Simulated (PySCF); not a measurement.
Exact simulation of a proton spin system

Molecule: `InChI=1S/C6H5NO2/c8-6(9)5-3-1-2-4-7-5/h1-4H,(H,8,9)`.

Cartesian coordinates in Å; atom numbers follow the order of the lines, from 1:
```xyz
14

O     2.6884    0.8136    0.5624
C     2.0860    0.0927   -0.1947
O     2.6847   -0.6821   -1.0943
C     0.5910   -0.0159   -0.2063
C    -0.1239    0.7612    0.7096
C    -1.5119    0.6710    0.7057
C    -2.1197   -0.1862   -0.2077
C    -1.3082   -0.9176   -1.0784
N     0.0163   -0.8383   -1.0815
H     3.6352   -0.5238   -0.9886
H     0.4224    1.4113    1.3947
H    -2.1107    1.2606    1.4040
H    -3.2059   -0.2913   -0.2499
H    -1.7583   -1.6004   -1.8082
```

PySCF 2.14 calculation with geometry: PBE0-D3(BJ)/def2-SVP, B3LYP/pcJ-1 coupling constants (without the spin–dipole term) and GIAO PBE0/pcSseg-1 shieldings; isolated molecule, a single conformation, relativity neglected.

References, each an isolated molecule treated in the same way: TMS for 1H (σref 31.27).

Shifts (ppm): H11 8.47, H12 7.91, H13 7.37, H14 8.88.
Couplings (Hz): H11–H12: 8.8; H11–H13: 1.0; H11–H14: 0.9; H12–H13: 8.3; H12–H14: 1.6; H13–H14: 5.3.

The 4-spin Hamiltonian (Zeeman plus full scalar coupling among like nuclei) was diagonalised exactly; lines are Lorentzian, 0.4 Hz wide, and the maxima above 3 % are listed with the tallest set to 100.

Q: Give the 1H peak list of this spin system at 60 MHz.

A: 
Hz from δ = 0 (height): 536.8 (52), 535.9 (58), 535.1 (58), 534.2 (58), 531.6 (58), 530.7 (65), 529.9 (64), 529.0 (65), 514.2 (43), 513.2 (56), 513.0 (59), 512.1 (44), 505.5 (74), 504.5 (97), 504.3 (100), 503.4 (71), 483.8 (56), 482.2 (56), 475.6 (89), 475.2 (42), 474.0 (82), 473.5 (39), 467.0 (58), 465.2 (53), 448.9 (75), 447.7 (73), 443.7 (65), 442.5 (65), 440.7 (46), 439.5 (42), 435.5 (41), 434.3 (39)

Q: And at 500 MHz?

A: 
Hz from δ = 0 (height): 4443.9 (52), 4443.0 (56), 4442.3 (56), 4441.4 (53), 4438.6 (53), 4437.7 (57), 4437.0 (56), 4436.1 (53), 4240.4 (53), 4239.4 (94), 4238.5 (52), 4231.6 (56), 4230.7 (100), 4229.7 (55), 3964.4 (50), 3962.8 (50), 3956.1 (60), 3955.6 (56), 3954.5 (61), 3954.0 (55), 3947.2 (50), 3945.7 (50), 3692.2 (53), 3691.2 (53), 3686.9 (53), 3685.9 (53), 3683.9 (51), 3682.9 (50), 3678.6 (49), 3677.6 (49)

Q: Among coupled protons with different shifts, which pair is furthest from first order, and how does the field change that?

A: H11 and H12: Δν/J is about 3.8 at 60 MHz (strongly coupled) and 31.8 at 500 MHz (close to first order). J in Hz doesn't depend on the field, while Δν in Hz grows in proportion to it.

OH and NH positions are those of a molecule without intermolecular hydrogen bonds; in solution they move with solvent, concentration and temperature, and exchange usually removes their couplings. Unscaled 3J(H,H) at this level run about 10 % above measured values.
